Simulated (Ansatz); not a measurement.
The molecule ZrN, multiplicity 4 (not the ground state: that is measured with 2S+1 = 2). No spin–orbit coupling.

The constants come from a fifth-degree fit in 1/R (seven points, main isotopes). In def2 and cc sets the state is the lowest found near the PBE0 minimum, followed along R.

Codes used: Ansatz (an electronic-structure program).  In def2 rows elements past Kr take small-core potentials, without spin–orbit coupling.

### Question
What bond length and harmonic frequency does PBE/def2-TZVPP give?

### Answer
r_e = 1.784 Å, ω_e = 890 cm⁻¹.

### Question
What bond length and harmonic frequency does PBE0/def2-TZVPP give?

### Answer
r_e = 1.766 Å, ω_e = 933 cm⁻¹.

### Question
What bond length and harmonic frequency does wB97X-V/def2-TZVPP give?

### Answer
r_e = 1.768 Å, ω_e = 942 cm⁻¹.
